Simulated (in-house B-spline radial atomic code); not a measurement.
Configurations of Pr VII (Pr6+), with energies counted from [Kr] 4d10 4f1 5s2 5p4. Computed with an all-electron radial atomic-structure program (B-spline basis): scalar-relativistic (X2C) LDA PW92, spin-polarised, spherical fractional occupations, Fermi nucleus of rms radius 4.8919 fm. Shells without spins written out take the highest spin.

Occupations are held fixed; configurations that lie above the ionisation limit could autoionise.

```json
{"configuration": "[Kr] 4d10 4f2 5s2 5p3", "E - E(ref) (eV)": "7.7959", "highest orbital": "4f up", "its <r> (bohr)": "0.929"}
{"configuration": "[Kr] 4d10 5s2 5p4 6s1", "E - E(ref) (eV)": "35.495", "highest orbital": "6s up", "its <r> (bohr)": "2.621"}
{"configuration": "[Kr] 4d10 4f(1 up, 0 down) 5s2 5p(1 up, 2 down) 6s(0 up, 1 down)", "E - E(ref) (eV)": "41.712", "highest orbital": "6s down", "its <r> (bohr)": "2.657"}
{"configuration": "[Kr] 4d10 5s2 5p4 6p1", "E - E(ref) (eV)": "43.143", "highest orbital": "6p up", "its <r> (bohr)": "2.895"}
{"configuration": "[Kr] 4d10 5s2 5p(1 up, 3 down) 6f(1 up, 0 down)", "E - E(ref) (eV)": "65.233", "highest orbital": "6f up", "its <r> (bohr)": "4.558"}
{"configuration": "[Kr] 4d10 4f1 5s2 5p3 6f1", "E - E(ref) (eV)": "67.683", "highest orbital": "6f up", "its <r> (bohr)": "4.57"}
{"configuration": "[Kr] 4d9 4f1 5s2 5p4 6f1", "E - E(ref) (eV)": "177.72", "highest orbital": "6f up", "its <r> (bohr)": "4.498"}
```

(1) Order these further configurations by energy, lowest first.
A. [Kr] 4d10 4f1 5s2 5p3 6s1
B. [Kr] 4d10 4f(1 up, 0 down) 5s2 5p(1 up, 2 down) 6f(1 up, 0 down)
C. [Kr] 4d9 4f1 5s2 5p4 5d1
D. [Kr] 4d10 4f1 5s2 5p3 5d1
E. [Kr] 4d10 4f(1 up, 0 down) 5s2 5p(1 up, 3 down)

(2) How far above the reference does [Kr] 4d10 4f1 5s2 5p3 6p1 lie?

(3) How far above the reference does [Kr] 4d10 5s2 5p4 5d1 lie?

(4) How far above the reference does [Kr] 4d10 5s2 5p(2 up, 2 down) 5f(0 up, 1 down) lie?

## Answers

(1) E (0.79185 eV), D (25.641 eV), A (38.454 eV), B (70.854 eV), C (134.58 eV).

(2) 46.023 eV; its least bound orbital is 6p up with <r> = 2.92 bohr.

(3) 22.134 eV; its least bound orbital is 5d up with <r> = 1.815 bohr.

(4) 50.728 eV; its least bound orbital is 5f down with <r> = 2.552 bohr.
